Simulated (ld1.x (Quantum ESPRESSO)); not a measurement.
# oxygen (O) PAW: all-electron and pseudo phase curves

- Element: oxygen
- Generator: ld1.x (Quantum ESPRESSO) 7.5
- Type: PAW
- Functional: PBE
- Relativity: scalar-relativistic
- Frozen core: [He]
- Valence charge: 6
- Reference configuration: 2s1.75 2p4.25
- Partial waves: 2s (bound): rcut 0.65, rcutus 0.85 bohr; 2s channel at -0.8 Ry: rcut 0.65, rcutus 0.85 bohr; 2p (bound): rcut 1.05, rcutus 1.35 bohr; 2p channel at 0.05 Ry: rcut 1.05, rcutus 1.35 bohr; 3d channel at 0.15 Ry: rc 1.20 bohr
- Local potential: the d channel
- Core correction: Bessel-smoothed model core, default radius (core density twice the valence density)
- Augmentation charge: PSQ, inside the norm-conserving radii

The phase is arctan(r·u′/u) with u = r·R(r), unwrapped; energies in Ry, scanned from -4 to 5 Ry. A pole is an energy at which the radial function vanishes at the test radius. The pseudo phase is shifted by a multiple of π to meet the all-electron one at the reference energy, and phase errors are pseudo minus all-electron; the curves can meet again beyond the range given. Levels narrower than the energy grid can be missing from the lists of poles.

```
channel  radius (bohr)  reference energy (Ry)  poles, all-electron  poles, pseudo  unbroken range about the reference energy with phases within 0.05 rad  phase error 1 Ry above the reference energy (rad)
      s           1.50                  -1.77                 0.13           0.13                                                        the whole range                                             -0.000
      p           1.50                  -0.67                 0.99           0.99                                                        the whole range                                             -0.000
      d           1.50                   0.15                 none           none                                                        the whole range                                             +0.000
```

Phases in the p channel:

| E (Ry) | all-electron | pseudo |
| --- | --- | --- |
| -4.00 | 1.182 | 1.181 |
| -3.76 | 1.163 | 1.163 |
| -3.52 | 1.141 | 1.141 |
| -3.28 | 1.116 | 1.115 |
| -3.04 | 1.085 | 1.085 |
| -2.80 | 1.047 | 1.047 |
| -2.56 | 1.000 | 1.000 |
| -2.32 | 0.940 | 0.939 |
| -2.08 | 0.858 | 0.858 |
| -1.84 | 0.745 | 0.745 |
| -1.60 | 0.580 | 0.580 |
| -1.36 | 0.335 | 0.335 |
| -1.12 | -0.013 | -0.013 |
| -0.88 | -0.422 | -0.422 |
| -0.64 | -0.782 | -0.782 |
| -0.40 | -1.038 | -1.038 |
| -0.16 | -1.212 | -1.212 |
| 0.08 | -1.331 | -1.332 |
| 0.32 | -1.418 | -1.418 |
| 0.56 | -1.484 | -1.484 |
| 0.80 | -1.536 | -1.536 |
| 1.04 | -1.578 | -1.579 |
| 1.28 | -1.615 | -1.615 |
| 1.52 | -1.646 | -1.647 |
| 1.76 | -1.675 | -1.675 |
| 2.00 | -1.701 | -1.702 |
| 2.24 | -1.726 | -1.727 |
| 2.48 | -1.750 | -1.751 |
| 2.72 | -1.774 | -1.774 |
| 2.96 | -1.798 | -1.798 |
| 3.20 | -1.822 | -1.823 |
| 3.44 | -1.847 | -1.849 |
| 3.68 | -1.874 | -1.876 |
| 3.92 | -1.903 | -1.905 |
| 4.16 | -1.934 | -1.937 |
| 4.40 | -1.969 | -1.973 |
| 4.64 | -2.009 | -2.013 |
| 4.88 | -2.054 | -2.060 |
